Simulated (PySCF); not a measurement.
Input of a driver script around PySCF for `s1cc(C#N)nc1` (4-cyanothiazole), coordinates in Å (PBE0-D3(BJ)/def2-SVP geometry):
```
{"job": {"kind": "xas", "xc": "BHandHLYP", "basis": {"default": "aug-pcX-1", "H": "pcseg-1", "S": "def2-SVPD"}}, "charge": 0, "multiplicity": 1}
N      3.064362    -0.742221     0.704145
C      1.952488    -0.531197     0.456284
C      0.585753    -0.240596     0.152862
C      0.069627     1.035838     0.102009
S     -1.589627     0.960955    -0.290560
C     -1.472862    -0.767267    -0.358044
N     -0.299402    -1.251071    -0.109703
H      0.589092     1.976290     0.274434
H     -2.348562    -1.374778    -0.596058
```

What does the run print?

```
coarse grid: 9336 points
cycle   1  E = -660.8304724349  dE =  1.531e+00  |g| = 5.215e-01  |ddm| = 5.469e+00
cycle   2  E = -660.7598326359  dE =  7.064e-02  |g| = 8.255e-01  |ddm| = 1.903e+00
cycle   3  E = -660.9061468913  dE = -1.463e-01  |g| = 8.280e-02  |ddm| = 1.234e+00
...
final grid: 89312 points
...
cycle  12  E = -660.9751818519  dE = -1.197e-08  |g| = 6.737e-05  |ddm| = 3.665e-04
cycle  13  E = -660.9751818529  dE = -9.921e-10  |g| = 2.456e-05  |ddm| = 1.040e-04
converged SCF energy = -660.9751818529

C K edge
   eV          f      from atoms
  283.197   0.05885   C3
  283.717   0.03793   C1
  283.731   0.07148   C5
  283.939   0.06214   C1
  284.341   0.05225   C2
  286.150   0.03649   C3
  286.639   0.00861   C1
  286.674   0.04033   C5
  286.942   0.00331   C2
  287.344   0.02153   C3
  287.383   0.00011   C3
  287.406   0.00048   C1
  287.575   0.00030   C5
  287.586   0.01147   C2
  287.969   0.00388   C1
  288.035   0.02507   C5
  288.341   0.00401   C3
  288.390   0.02162   C1
  288.528   0.00748   C2
  288.624   0.00006   C1

N K edge
   eV          f      from atoms
  396.934   0.05377   N0
  396.954   0.06262   N6
  397.143   0.06502   N0
  399.727   0.00242   N6
  400.961   0.00197   N0
  401.125   0.01277   N6
  401.272   0.00019   N0
  401.870   0.00001   N6
  402.052   0.00039   N0
  402.159   0.00768   N6
  402.386   0.00069   N0
  402.587   0.00262   N0
```

Method used: core-valence-separated Tamm–Dancoff BHandHLYP/aug-pcX-1 (pcseg-1 on H, def2-SVPD on S) in PySCF, non-relativistic, gas phase, PBE0-D3(BJ)/def2-SVP geometry. Atoms in this output count from 0. The energies are unshifted. The SCF starts on a coarse grid and ends on the final one.

Carbon edge (atoms now counted from 1; roots within 0.03 eV on like atoms summed, the top roots left aside). The first line with a tenth or more of the strongest one's intensity is at 283.20 eV (f = 0.059), with the hole on C4 (aromatic CH next to a ring sulfur), polarised out of plane: a 1s→π* resonance. The strongest listed is at 283.73 eV (f = 0.071; C6, 1s→π*).

Nitrogen edge (atoms now counted from 1; roots within 0.03 eV on like atoms summed, the top roots left aside). The first line with a tenth or more of the strongest one's intensity is at 396.93 eV (f = 0.054), with the hole on N1 (nitrile nitrogen), polarised out of plane: a 1s→π* resonance. The strongest listed is at 397.14 eV (f = 0.065; N1).

Kohn–Sham HOMO -8.84 eV, LUMO -0.94 eV, dipole moment 5.42 D.

The run took about 28 s of CPU time (one thread, shared machine).
